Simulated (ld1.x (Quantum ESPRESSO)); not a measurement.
**Reading a pseudo-wave (I)**

Columns: radius, all-electron u(r) and pseudo u(r) of the 5s shell (level -17.46 eV) of iodine in the configuration [Kr] 4d10 5s2 5p5; Wu–Cohen, scalar-relativistic, TM semilocal scheme, ld1.x (Quantum ESPRESSO) 7.5.

```json
{"r (bohr)": "0.085", "all-electron": "-0.1835", "pseudo": "0.0161"}
{"r (bohr)": "0.170", "all-electron": "0.1602", "pseudo": "0.0330"}
{"r (bohr)": "0.255", "all-electron": "0.2669", "pseudo": "0.0514"}
{"r (bohr)": "0.340", "all-electron": "0.0595", "pseudo": "0.0723"}
{"r (bohr)": "0.425", "all-electron": "-0.2050", "pseudo": "0.0965"}
{"r (bohr)": "0.510", "all-electron": "-0.3772", "pseudo": "0.1252"}
{"r (bohr)": "0.595", "all-electron": "-0.4223", "pseudo": "0.1593"}
{"r (bohr)": "0.680", "all-electron": "-0.3608", "pseudo": "0.2001"}
{"r (bohr)": "0.765", "all-electron": "-0.2302", "pseudo": "0.2482"}
{"r (bohr)": "0.850", "all-electron": "-0.0655", "pseudo": "0.3043"}
{"r (bohr)": "0.935", "all-electron": "0.1074", "pseudo": "0.3680"}
{"r (bohr)": "1.020", "all-electron": "0.2714", "pseudo": "0.4383"}
{"r (bohr)": "1.105", "all-electron": "0.4169", "pseudo": "0.5126"}
{"r (bohr)": "1.190", "all-electron": "0.5395", "pseudo": "0.5872"}
{"r (bohr)": "1.275", "all-electron": "0.6380", "pseudo": "0.6577"}
{"r (bohr)": "1.360", "all-electron": "0.7131", "pseudo": "0.7194"}
{"r (bohr)": "1.445", "all-electron": "0.7672", "pseudo": "0.7685"}
{"r (bohr)": "1.530", "all-electron": "0.8025", "pseudo": "0.8026"}
{"r (bohr)": "1.615", "all-electron": "0.8219", "pseudo": "0.8219"}
{"r (bohr)": "1.700", "all-electron": "0.8279", "pseudo": "0.8279"}
{"r (bohr)": "1.785", "all-electron": "0.8229", "pseudo": "0.8229"}
{"r (bohr)": "1.870", "all-electron": "0.8090", "pseudo": "0.8090"}
{"r (bohr)": "1.955", "all-electron": "0.7882", "pseudo": "0.7882"}
{"r (bohr)": "2.040", "all-electron": "0.7622", "pseudo": "0.7622"}
{"r (bohr)": "2.125", "all-electron": "0.7322", "pseudo": "0.7322"}
{"r (bohr)": "2.210", "all-electron": "0.6996", "pseudo": "0.6996"}
```

Task: How many radial nodes do the two functions have?

Result: The all-electron 5s function has n − l − 1 = 4 (the table is too coarse to show those close to the nucleus); the pseudo-wave has 0, since the states of the same l below it are removed with the core.

Task: At about which radius was the pseudo-wave matched?

Result: 1.65 bohr. The columns agree to 0.0005 from 1.53 bohr on; several derivatives are matched, so the curves merge somewhat inside the radius.

Task: Where does each function peak?

Result: Outermost all-electron maximum near 1.70 bohr, pseudo maximum near 1.70 bohr (to the table’s step).

Task: Is the pseudo-wave norm-conserving?

Result: Yes: the TM semilocal scheme keeps the norm inside the radius equal to the all-electron one, which fixes the energy derivative of the logarithmic derivative at the level.
